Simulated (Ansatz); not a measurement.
Molecule: sum formula ZnOH, charge 1, multiplicity 1. SMILES: [OH][Zn+]
Geometry: optimised at B3LYP-D3(BJ)/def2-TZVP (Ansatz, a first-principles code).

Computed values are from Ansatz. Correlated levels leave the core frozen unless marked. UHF or UKS for open shells. No spin-orbit coupling. The frozen core is the preceding noble-gas configuration, with the filled d and f shells of earlier blocks. No relativistic terms. CBS(X,Y): correlation extrapolated as X^-3; Hartree-Fock from the larger set. The bracket is a focal-point correction in the basis named.

The T1 diagnostic of CCSD in the largest basis is 0.026, which is high, so the coupled-cluster rows are less sure than usual.

Task: What is the vertical electron affinity (to the doublet; negative means unbound) at RI-MP2/CBS(def2-TZVPPD,def2-QZVPPD)+[CCSD(T)-MP2]/def2-TZVPPD?

Result: 8.51 eV.

Task: What is the vertical triplet-singlet gap at CCSD(T)/CBS(def2-TZVPPD,def2-QZVPPD)?

Result: 2.32 eV.

Task: What is the vertical ionisation energy (to the doublet) at CCSD(T)/CBS(def2-TZVPPD,def2-QZVPPD)?

Result: 17.50 eV.

Task: What is the total energy at CCSD(T)/CBS(def2-TZVPPD,def2-QZVPPD)?

Result: -1853.8055 Eh.
